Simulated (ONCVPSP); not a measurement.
# Zn (Z = 30): excitation energies, all-electron against ONCV

ONCVPSP 4.0.1 input, shortened (lines: element, Z, core and valence counts, functional; n l f; lmax; l rc ep ncon nbas qcut; lloc lpopt rc5 dvloc0; l nproj debl; icmod fcfact rcfact), PBE, scalar-relativistic:

```
  Zn 30.00    3    4        4      upf
    1    0    2.00
    2    0    2.00
    2    1    6.00
    3    0    2.00
    3    1    6.00
    3    2   10.00
    4    0    2.00
    2
    0    1.05    0.00    3    7   14.90
    1    0.65    0.00    4    8   11.80
    2    1.20    0.00    3    7   12.80
    4    2    0.45    6.00
    0    2    2.80
    1    2    2.80
    2    2    2.20
    0    0.00    0.00
```

In the p channel the program set the typed energies aside and used -3.065, 0.250 Ha.

Energies are relative to the spin-unpolarised reference configuration 3s2 3p6 3d10 4s2; without spin polarisation the order of configurations can differ from experiment.

Give the all-electron excitation energy and the error of the potential for: 3s2 3p6 3d10 4s1; 3s2 3p6 3d10 4s0; 3s2 3p6 3d9 4s0; 3s2 3p6 3d10 4s0 4p1.

| valence configuration | charge | ΔE all-electron (eV) | error AE − PS (meV) |
| --- | --- | --- | --- |
| 3s2 3p6 3d10 4s1 | +1 | 9.889 | +0.6 |
| 3s2 3p6 3d10 4s0 | +2 | 28.331 | +5.3 |
| 3s2 3p6 3d9 4s0 | +3 | 68.865 | +0.1 |
| 3s2 3p6 3d10 4s0 4p1 | +1 | 16.213 | +2.4 |
